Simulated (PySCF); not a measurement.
**Electronic structure of Xe⁺ (xenon, charge +1) at the UHF level**

Configuration: [Kr] 4d10 5s2 5p5, 2P determinant. All numbers are calculated (PySCF 2.14, a scalar-relativistic core potential, in cc-pVDZ-PP with ECP28MDF).

```
Total energy                                                  : -327.864945 hartree
One-electron energy                                           : -562.1498 hartree
Hartree (Coulomb) energy                                      : 256.6664 hartree
Exchange energy                                               : -22.3816 hartree
⟨S²⟩                                                          : 0.7554
⟨L²⟩                                                          : 2.017
Sum of ⟨r⟩                                                    : 29.68 bohr
Sum of ⟨r²⟩                                                   : 49.69 bohr²
Traceless quadrupole moment −½Σ⟨3z² − r²⟩ along its main axis : 2.33 e·bohr²
Time after the integrals                                      : 0.05 s of wall time on 1 thread of AMD EPYC 9R45 96-Core Processor (shared host)
```

```tsv
shell	electrons	mean orbital energy (hartree)	spread (hartree)	rms radius, mean of both spins (bohr)
4s α	1	-8.77803	0	0.767
4s β	1	-8.76734	0	0.767
4p α	3	-6.51094	0.03071	0.820
4p β	3	-6.50027	0.00666	0.820
4d α	5	-3.04021	0.03209	0.934
4d β	5	-3.03210	0.01894	0.934
5s α	1	-1.38909	0	1.98
5s β	1	-1.28882	0	1.98
5p α	3	-0.80966	0.06370	2.36
5p β	2	-0.76637	0	2.36
```

Energies and moments cover only the electrons outside the core potential.
